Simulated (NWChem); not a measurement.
System: C2H7OSi, doublet; SMILES O[Si](C)C

The following NWChem deck was run.

```
start job
memory heap 200 mb stack 900 mb global 1100 mb
geometry units angstroms noautosym nocenter noautoz
  C     -0.936444    -1.460481    -0.194148
  Si     0.087287     0.002742     0.379739
  C     -0.671467     1.625724    -0.215614
  O      1.614340    -0.235511    -0.282626
  H     -0.482986    -2.410249     0.126052
  H     -1.957865    -1.409774     0.212856
  H     -1.001619    -1.467362    -1.295775
  H     -0.738800     1.633938    -1.317500
  H     -0.081500     2.500812     0.097742
  H     -1.687575     1.744686     0.192694
  H      2.282520     0.410509    -0.035503
end
basis spherical
  * library def2-svp
end
dft
  odft
  mult 2
  xc pbe0
  iterations 150
end
cosmo
  do_cosmo_smd true
  solvent clbenzen
end
task dft energy
```

Geometry: optimised at PBE0/def2-SVP, spin-unrestricted. No frequency run checked for a minimum. No stability test was run on the SCF state. Solvent: chlorobenzene.

Level: PBE0/def2-SVP with SMD (1 M gas to 1 M solution), gas-phase geometry. Reactions with the solvent are ignored.

### Question
Predict the main results of this run. (PBE0/def2-SVP, spin-unrestricted, SMD on the gas-phase geometry.) Quantities: solvation free energy (kcal/mol); cavity-dispersion-structure term (kcal/mol); dipole in solution (D).

### Answer
- solvation free energy (kcal/mol) = -3.5
- cavity-dispersion-structure term (kcal/mol) = -0.7
- dipole in solution (D) = 1.34
